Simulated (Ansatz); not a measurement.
FGeH5OSi, SMILES `O[SiH2][GeH2][F]`, relaxed with RKS PBE-D4/def2-SVP in the Gaussian-basis code of Ansatz from a rough embedded geometry. The force threshold is 0.03 eV/Å; the program also tests the step.

Charge 0, multiplicity 1.

Start:

```xyz
9

O    -1.774    0.028   -0.995
Si   -0.871   -0.477    0.288
Ge    1.319    0.199   -0.033
F     1.385    1.881   -0.081
H    -1.758    1.041   -1.018
H    -0.949   -1.953    0.389
H    -1.400    0.105    1.544
H     2.152   -0.317    1.231
H     1.896   -0.507   -1.325
```

**Question.** By how much does the energy fall, and how many steps does the optimiser take? (Estimate.)

**Answer.** The calculation gave: 10.40 kcal/mol, in 22 steps, 1 of them rejected.

**Question.** Which bonds change most? (Best estimate.)

**Answer.** Computed: Ge3–F4 from 1.684 to 1.803 Å; Si2–Ge3 from 2.314 to 2.410 Å; Ge3–H8 from 1.600 to 1.554 Å; O1–Si2 from 1.648 to 1.679 Å.

**Question.** Give the relaxed structure. (Estimate.)

**Answer.** Computed: 
```xyz
9

O    -1.753    0.646   -0.470
Si   -1.002   -0.590    0.382
Ge    1.297    0.026    0.003
F     0.882    1.479   -0.982
H    -1.075    1.243   -0.859
H    -1.324   -1.949   -0.176
H    -1.357   -0.578    1.844
H     2.149    0.571    1.183
H     2.182   -0.850   -0.926
```
